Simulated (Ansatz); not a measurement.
Born–Oppenheimer molecular dynamics of AlBrF2H2 (6 atoms, charge 0, multiplicity 1). It starts at the highest image of a converged band, a first-order saddle point between two minima.

All numbers below come from Ansatz 0.2.0, RKS r2SCANh/def2-SVP.

```json
{
 "ensemble": "NVE (velocity Verlet)",
 "time step": "0.5 fs",
 "steps asked": "200",
 "starting velocities drawn for": "100 K",
 "seed": "5877"
}
```

First frame:

```xyz
6
Properties=species:S:1:pos:R:3
Al -0.582 -0.217 0.149
Br 1.970 -0.295 -0.278
F -1.275 -1.165 -1.016
F -0.792 -0.557 1.754
H 1.014 0.899 -0.374
H -0.335 1.335 -0.235
```

(1) How far do the bonds stretch over the last three quarters of this one trajectory? (Pairs bonded in most of those frames.)

Results:

(1) 
| bond | mean (Å) | spread (Å) | shortest | longest |
| --- | --- | --- | --- | --- |
| Al1–Br2 | 2.747 | 0.134 | 2.59 | 2.99 |
| Al1–F3 | 1.663 | 0.009 | 1.65 | 1.68 |
| Al1–F4 | 1.661 | 0.012 | 1.63 | 1.68 |
| Al1–H6 | 1.572 | 0.015 | 1.55 | 1.61 |
| Br2–H5 | 1.434 | 0.021 | 1.40 | 1.49 |

Mean temperature of the second half: 316 K. The conserved energy stayed within 0.016 meV per atom of its start (net change 0.0093 meV per atom), so the integration is sound. The system heated up, since it started high on the potential surface and ran downhill. A run of 0.1 ps of so small a system gives no equilibrium averages. The orbitals stay closed-shell, which can raise the energy where a bond breaks towards radicals; this wasn't checked here.

The run took 3.8 min on 2 threads of AMD EPYC 9R45 96-Core Processor (Zen 5), on a shared host, peak memory 0.22 GiB.
